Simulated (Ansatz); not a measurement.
Two members of one family (Non-alternant PAH with 4-rings), computed with Ansatz in the gas phase. The two geometries come from different levels. Binding counts from free atoms in the multiplicity of their measured ground term, without zero-point energy. Sets without diffuse functions give affinities that are too small. A dash marks a value that wasn't run or was left out as unsound. The structures are stationary points that may keep the symmetry of their start. Remarks come from the PBE and PBE0 runs and from stability tests at other levels; not every state was tested. A HOMO above zero means that the electron is unbound at that level and held by the basis, or that self-interaction error raises the level; the energy of removing that electron tells which.

First: c1cc2c1cc1ccc3cc4ccc2c1c34 (singlet, charge 0, r2SCAN-D4/def2-SVP geometry).

| atom | x (Å) | y (Å) | z (Å) |
| --- | --- | --- | --- |
| C1 | 0.3986 | 2.1269 | -3.1012 |
| C2 | -0.9119 | 2.2118 | -2.6126 |
| C3 | -0.6176 | 1.3146 | -1.5130 |
| C4 | 0.7984 | 1.2164 | -2.0342 |
| C5 | 1.8084 | 0.4802 | -1.4938 |
| C6 | 1.4667 | -0.2759 | -0.2970 |
| C7 | 2.2988 | -1.1169 | 0.4672 |
| C8 | 1.8883 | -1.8457 | 1.6527 |
| C9 | 0.5711 | -1.6925 | 2.0600 |
| C10 | -0.7171 | -1.8626 | 2.8826 |
| C11 | -1.4101 | -0.9882 | 2.0108 |
| C12 | -2.5053 | -0.2377 | 1.4854 |
| C13 | -2.2707 | 0.5258 | 0.3348 |
| C14 | -1.0052 | 0.6259 | -0.3849 |
| C15 | 0.1043 | -0.1426 | 0.1571 |
| C16 | -0.1946 | -0.8408 | 1.2547 |
| H17 | 0.9155 | 2.5728 | -3.9539 |
| H18 | -1.8036 | 2.7493 | -2.9401 |
| H19 | 2.8179 | 0.4477 | -1.9185 |
| H20 | 3.3394 | -1.2366 | 0.1449 |
| H21 | 2.6289 | -2.4711 | 2.1592 |
| H22 | -0.9828 | -2.4328 | 3.7770 |
| H23 | -3.5059 | -0.2291 | 1.9294 |
| H24 | -3.1115 | 1.1011 | -0.0665 |

| level | HOMO (eV) | LUMO (eV) | gap (eV) | vertical IE (eV) | vertical EA (eV) | vertical triplet (eV) | binding per atom (eV) |
| --- | --- | --- | --- | --- | --- | --- | --- |
| PBE-D4/def2-SVP | -4.38 | -3.14 | 1.24 | 6.56 | 1.07 | 0.89 | 5.85 |
| PBE-D4/def2-TZVP | -4.42 | -3.19 | 1.23 | – | – | – | 5.75 |
| r2SCAN-D4/def2-TZVP | -4.47 | -3.13 | 1.34 | – | – | – | 5.52 |
| PBE0-D4/def2-SVP | -5.06 | -2.53 | 2.53 | 6.54 | 1.17 | 0.66 | 5.69 |
| PBE0-D4/def2-TZVP | -5.05 | -2.54 | 2.52 | – | – | – | 5.59 |

Remarks: HOMO above zero (-1 doublet).

Second: c1ccc2c(c1)-c1ccc3ccccc3c1-2 (singlet, charge 0, PBE-D4/def2-SVP geometry).

```tsv
atom	x (Å)	y (Å)	z (Å)
C1	-2.058	0.194	-3.739
C2	-2.563	1.167	-2.874
C3	-2.060	1.332	-1.545
C4	-1.046	0.472	-1.176
C5	-0.525	-0.528	-2.065
C6	-1.005	-0.695	-3.348
C7	0.441	-0.971	-0.986
C8	1.469	-1.842	-0.613
C9	1.971	-1.686	0.691
C10	1.474	-0.702	1.594
C11	2.004	-0.565	2.913
C12	1.517	0.394	3.785
C13	0.466	1.273	3.386
C14	-0.079	1.182	2.117
C15	0.401	0.203	1.194
C16	-0.074	0.017	-0.113
H17	-2.480	0.106	-4.752
H18	-3.373	1.826	-3.223
H19	-2.471	2.105	-0.879
H20	-0.623	-1.454	-4.046
H21	1.874	-2.612	-1.286
H22	2.781	-2.343	1.043
H23	2.814	-1.242	3.229
H24	1.940	0.483	4.798
H25	0.095	2.030	4.094
H26	-0.889	1.856	1.801
```

Task: What does the change do? Estimate second minus first.

Result: 
```
              level  Δ HOMO (eV)  Δ LUMO (eV)  Δ gap (eV)  Δ vertical IE (eV)  Δ vertical EA (eV)  Δ vertical triplet (eV)  Δ binding per atom (eV)
    PBE-D4/def2-SVP        -0.33         0.48        0.81                0.28               -0.42                     0.87                    -0.10
   PBE-D4/def2-TZVP        -0.33         0.46        0.79                   –                   –                        –                    -0.09
r2SCAN-D4/def2-TZVP        -0.36         0.49        0.84                   –                   –                        –                    -0.06
   PBE0-D4/def2-SVP        -0.44         0.60        1.04                0.42               -0.58                     1.18                    -0.07
  PBE0-D4/def2-TZVP        -0.44         0.57        1.01                   –                   –                        –                    -0.07
```

Remarks: HOMO above zero (-1 doublet).
